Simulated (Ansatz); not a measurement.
Consider the ligand exchange at the Si–C bond: `O=[C]([SiH3])[SnH3]` + `BNCC` → `BN([SiH3])CC` + `O=[CH][SnH3]`.

Calculated with Ansatz (gas phase, PBE0-D4/def2-TZVP geometries, no zero-point term in ΔE). CCSD(T)/CBS adds triple-zeta CCSD(T) − MP2 to the extrapolated MP2 energy (def2 sets, frozen cores). Functionals use def2-TZVPP. B3LYP here is the variant with VWN-RPA as its local correlation; programs differ in this. Elements past krypton have def2 core potentials. For Sn outer-core shells are correlated without core-valence functions, which leaves a few kJ/mol of doubt a bond. One conformer a species, not always the lowest.

```
             level  ΔE (kJ/mol)  difference from CCSD(T)/CBS
            PBE-D4        -29.9                         17.6
         r2SCAN-D4        -38.9                          8.6
           PBE0-D4        -38.8                          8.7
           ωB97M-V        -47.2                          0.3
            B2PLYP        -43.4                          4.1
               PBE        -26.6                         20.9
            r2SCAN        -37.9                          9.6
             B3LYP        -36.0                         11.5
    MP2/def2-TZVPP        -53.8                         -6.3
   CCSD/def2-TZVPP        -51.5                         -4.0
CCSD(T)/def2-TZVPP        -49.4                         -1.9
    MP2/def2-QZVPP        -52.9                         -5.4
SCS-MP2/def2-QZVPP        -53.4                         -5.9
      HF/CBS(def2)        -57.5                        -10.0
     MP2/CBS(def2)        -51.9                         -4.4
    CCSD/CBS(def2)        -49.6                         -2.1
       CCSD(T)/CBS        -47.5                            0
```

Largest T1 diagnostic among the species: 0.016.

From PBE to PBE0 (25 % exact exchange), in def2-TZVPP and without D4, ΔE moves by −9.5 kJ/mol. In def2-TZVPP, CCSD(T) changes the Hartree–Fock value by +7.5 kJ/mol (the triples alone add +2.1 kJ/mol) and MP2 by +3.0 kJ/mol.
